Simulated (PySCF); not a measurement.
## Sb²⁺ (antimony, charge +2) across methods

[Kr] 4d10 5s2 5p1, 2P determinant. All numbers are calculated (PySCF 2.14, scalar relativity through the core potential, in def2-QZVPPD with the def2 core potential (28 electrons)).

```json
{"method": "wB97X-V", "E (hartree)": "-239.2612", "mean ε 5s α (eV)": "-33.597", "mean ε 5s β (eV)": "-32.438", "mean ε 5p α (eV)": "-23.854", "Σ⟨r²⟩ (bohr²)": "35.66", "⟨S²⟩": "0.752"}
{"method": "PBE0", "E (hartree)": "-239.2840", "mean ε 5s α (eV)": "-31.110", "mean ε 5s β (eV)": "-29.976", "mean ε 5p α (eV)": "-21.660", "Σ⟨r²⟩ (bohr²)": "35.64", "⟨S²⟩": "0.752"}
{"method": "UHF", "E (hartree)": "-238.37474", "mean ε 5s α (eV)": "-34.068", "mean ε 5s β (eV)": "-31.703", "mean ε 5p α (eV)": "-24.448", "Σ⟨r²⟩ (bohr²)": "36.07", "⟨S²⟩": "0.759"}
{"method": "LDA", "E (hartree)": "-238.8919", "mean ε 5s α (eV)": "-30.184", "mean ε 5s β (eV)": "-29.508", "mean ε 5p α (eV)": "-20.586", "Σ⟨r²⟩ (bohr²)": "35.60", "⟨S²⟩": "0.751"}
{"method": "M06-L", "E (hartree)": "-239.4556", "mean ε 5s α (eV)": "-29.687", "mean ε 5s β (eV)": "-28.890", "mean ε 5p α (eV)": "-20.327", "Σ⟨r²⟩ (bohr²)": "35.56", "⟨S²⟩": "0.752"}
{"method": "PBE", "E (hartree)": "-239.2739", "mean ε 5s α (eV)": "-29.810", "mean ε 5s β (eV)": "-29.031", "mean ε 5p α (eV)": "-20.499", "Σ⟨r²⟩ (bohr²)": "35.63", "⟨S²⟩": "0.751"}
{"method": "B97-3", "E (hartree)": "-239.3402", "mean ε 5s α (eV)": "-31.013", "mean ε 5s β (eV)": "-29.934", "mean ε 5p α (eV)": "-21.533", "Σ⟨r²⟩ (bohr²)": "35.65", "⟨S²⟩": "0.752"}
{"method": "BLYP", "E (hartree)": "-239.2453", "mean ε 5s α (eV)": "-29.730", "mean ε 5s β (eV)": "-29.098", "mean ε 5p α (eV)": "-20.323", "Σ⟨r²⟩ (bohr²)": "35.68", "⟨S²⟩": "0.751"}
{"method": "r2SCAN", "E (hartree)": "-239.3623", "mean ε 5s α (eV)": "-30.167", "mean ε 5s β (eV)": "-29.179", "mean ε 5p α (eV)": "-20.892", "Σ⟨r²⟩ (bohr²)": "35.54", "⟨S²⟩": "0.754"}
```

Energies and moments cover only the electrons outside the core potential.
